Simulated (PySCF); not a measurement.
## Assigning NMR signals

Geometry (Å), atoms numbered from 1 in this order:
```xyz
17

C    -1.298    1.066   -0.685
C    -0.567    0.145    0.281
C    -1.496   -0.512    1.279
O     0.093   -0.897   -0.411
C     1.329   -0.546   -0.962
B     2.480   -0.322    0.087
F     2.313   -0.515    1.379
F     3.682    0.053   -0.311
H    -1.795    1.886   -0.145
H    -2.061    0.500   -1.241
H    -0.610    1.519   -1.415
H     0.184    0.740    0.840
H    -2.218   -1.155    0.751
H    -2.053    0.240    1.856
H    -0.921   -1.140    1.974
H     1.648   -1.377   -1.617
H     1.270    0.330   -1.643
```

Rapidly exchanging positions averaged, one conformer, relativity neglected, isolated molecule. σ from GIAO-KT3/pcSseg-1; couplings computed with B3LYP/pcJ-1 (spin–dipole term only in couplings to heteroatoms); coordinates at the PBE0-D3(BJ)/def2-SVP level; PySCF 2.14.0 with density-fitted response routines.

δ = σ(ref) − σ, references computed at the same level: TMS for ¹³C and ¹H.

Q: Assign these signals to the numbered atoms. ¹³C{¹H} NMR (computed): δ 74.2 (CH), 52.8 (CH2, t, J = 33.7 Hz), 21.1 (CH3).

A: 
| δ (ppm) | atoms | environment | reason |
| --- | --- | --- | --- |
| 74.2 | C2 | sp3 CH bonded to O | deshielded by the electronegative neighbour |
| 52.8 | C5 | sp3 CH2 bonded to B and O | pulled downfield by the heteroatom |
| 21.1 | C1/C3 | methyl carbon | saturated and bonded to C and H only |

Q: Assign these signals to the numbered atoms. ¹H NMR (600 MHz, computed): δ 3.48 (t, J = 2.8 Hz, 2H), 3.08 (sept of t, J = 6.8, 3.2 Hz, 1H), 1.06 (d, J = 6.8 Hz, 6H).

A: 
| δ (ppm) | atoms | environment | reason |
| --- | --- | --- | --- |
| 3.48 | H16/H17 | hydrogen on an sp3 CH2 bonded to B and O | its carbon carries O, an electronegative neighbour |
| 3.08 | H12 | hydrogen on an sp3 CH bonded to O | its carbon carries O, an electronegative neighbour |
| 1.06 | H9/H10/H11/H13/H14/H15 | hydrogen on a methyl carbon | – |

A carbon bonded to boron is broadened by the quadrupolar boron nucleus and is often missing from a measured spectrum. C–F couplings over four or more bonds (about 3 Hz to the para carbon of a fluoroarene) are left out. Multiplet labels drop couplings under 1 Hz and merge nearly equal ones. Unscaled 3J(H,H) at this level run about 10 % above measured values. Shifts are as computed, not scaled to solution data. Of 1313 compounds with measured shifts, 239 miss one by over three times the rms of a fit or turn the order of signals round; such compounds aren't used in these exercises. 3J across rotatable bonds or in flexible rings reflects this conformer alone.
